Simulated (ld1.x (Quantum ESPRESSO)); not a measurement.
Ti (Z = 22) PAW: all-electron and pseudo phase curves

Ti (Z = 22), PAW, made with ld1.x (Quantum ESPRESSO) 7.5 (PW91, fully relativistic). Core [Ne] 3s2, reference 3p6 3d2 4s2 4p0. Waves: 4s (bound): rcut 2.75, rcutus 2.90 bohr; 4s channel at 2.25 Ry: rcut 2.75, rcutus 2.90 bohr; 3p (bound): rcut 1.60, rcutus 2.20 bohr; 4p (bound, empty): rcut 1.60, rcutus 2.20 bohr; 3d (bound): rcut 1.45, rcutus 2.00 bohr; 3d channel at 0.5 Ry: rcut 1.45, rcutus 2.00 bohr. Local part: all-electron potential smoothed inside 1.70 bohr (lloc = -1). Core correction: Bessel-smoothed model core, default radius (core density twice the valence density). Augmentation charge: BESSEL, radius 1.10 bohr.

Open shells are filled in proportion to 2j + 1 (rel_dist='average').

The phase is arctan(r·u′/u) with u = r·R(r), unwrapped; energies in Ry, scanned from -5 to 5 Ry. A pole is an energy at which the radial function vanishes at the test radius. The pseudo phase is shifted by a multiple of π to meet the all-electron one at the reference energy, and phase errors are pseudo minus all-electron; the curves can meet again beyond the range given. Levels narrower than the energy grid can be missing from the lists of poles.

Q: For each channel, where are the poles, and over which energies does the pseudopotential scatter like the atom?

A:

```json
{"channel": "p1/2", "radius (bohr)": "3.17", "reference energy (Ry)": "-0.11", "poles, all-electron": "-2.88, 1.67", "poles, pseudo": "-2.88, 1.07, 4.17", "unbroken range about the reference energy with phases within 0.05 rad": "below 0.3", "phase error 1 Ry above the reference energy (rad)": "-0.101"}
{"channel": "p3/2", "radius (bohr)": "3.17", "reference energy (Ry)": "-0.11", "poles, all-electron": "-2.83, 1.69", "poles, pseudo": "-2.83, 1.06, 4.17", "unbroken range about the reference energy with phases within 0.05 rad": "below 0.3", "phase error 1 Ry above the reference energy (rad)": "-0.110"}
{"channel": "d3/2", "radius (bohr)": "3.17", "reference energy (Ry)": "-0.32", "poles, all-electron": "-0.19, 2.92", "poles, pseudo": "-0.19, 2.90", "unbroken range about the reference energy with phases within 0.05 rad": "below 4.4", "phase error 1 Ry above the reference energy (rad)": "-0.000"}
{"channel": "d5/2", "radius (bohr)": "3.17", "reference energy (Ry)": "-0.32", "poles, all-electron": "-0.19, 2.93", "poles, pseudo": "-0.19, 2.96", "unbroken range about the reference energy with phases within 0.05 rad": "below 4.6", "phase error 1 Ry above the reference energy (rad)": "+0.000"}
```

The ghost test of this file was not conclusive.

Phases in the p3/2 channel:

```
E (Ry)  all-electron  pseudo
 -5.00         1.422   1.421
 -4.74         1.418   1.416
 -4.48         1.413   1.411
 -4.22         1.407   1.405
 -3.96         1.400   1.399
 -3.70         1.393   1.391
 -3.44         1.383   1.381
 -3.18         1.369   1.367
 -2.92         1.306   1.303
 -2.66        -1.756  -1.758
 -2.40        -1.782  -1.785
 -2.14        -1.801  -1.804
 -1.88        -1.821  -1.825
 -1.62        -1.846  -1.850
 -1.36        -1.877  -1.883
 -1.10        -1.921  -1.926
 -0.84        -1.984  -1.990
 -0.58        -2.087  -2.092
 -0.32        -2.280  -2.283
 -0.06        -2.715  -2.715
  0.20        -3.543  -3.574
  0.46        -4.146  -4.212
  0.72        -4.410  -4.499
  0.98        -4.543  -4.668
  1.24        -4.623  -4.826
  1.50        -4.679  -5.106
  1.76        -4.723  -6.233
  2.02        -4.761  -7.324
  2.28        -4.796  -7.570
  2.54        -4.833  -7.671
  2.80        -4.875  -7.728
  3.06        -4.927  -7.766
  3.32        -5.001  -7.794
  3.58        -5.123  -7.816
  3.84        -5.366  -7.834
  4.10        -5.961  -7.850
  4.36        -6.866  -7.864
  4.62        -7.326  -7.877
  4.88        -7.519  -7.889
```
